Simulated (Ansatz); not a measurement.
Ta(NH)F3 (TaNF₃H), relaxed as a singlet with RKS r2SCAN-D4/def2-SVP in Ansatz, starting from the GFN2-xTB geometry. Force threshold 0.02 eV/Å.

In the def2 sets Ta takes a core potential; there is no spin–orbit coupling.

Start:

```csv
atom,x (Å),y (Å),z (Å)
Ta1,-0.139,-0.347,0.233
N2,0.421,1.061,-0.714
H3,0.744,1.855,-1.248
F4,1.084,-1.751,0.093
F5,-1.796,-0.931,-0.400
F6,-0.314,0.114,2.035
```

```json
{"step": "1", "energy (eV)": "-11204.2299", "largest force component (eV/Å)": "1.110", "SCF passes": "28"}
{"step": "2", "energy (eV)": "-11204.2773", "largest force component (eV/Å)": "0.251", "SCF passes": "37"}
{"step": "3", "energy (eV)": "-11204.2796", "largest force component (eV/Å)": "0.026", "SCF passes": "30"}
{"step": "4", "energy (eV)": "-11204.2797", "largest force component (eV/Å)": "0.051", "SCF passes": "30"}
{"step": "5", "energy (eV)": "-11204.2797", "largest force component (eV/Å)": "0.005", "SCF passes": "32"}
```

Force components are those of the run's own axes.

End:

```xyz
6

Ta   -0.149   -0.373    0.251
N     0.406    1.015   -0.683
H     0.725    1.813   -1.220
F     1.137   -1.738    0.054
F    -1.820   -0.895   -0.451
F    -0.299    0.178    2.048
```

By distances, no bond broke or formed. The bond that changes most is Ta1–N2, from 1.79 to 1.76 Å (atoms count from 1).

No frequencies were taken in this run, so the end may be a saddle point.

Hardware: 2 threads of Arm Neoverse V1 on a shared host. Wall time 22 s.
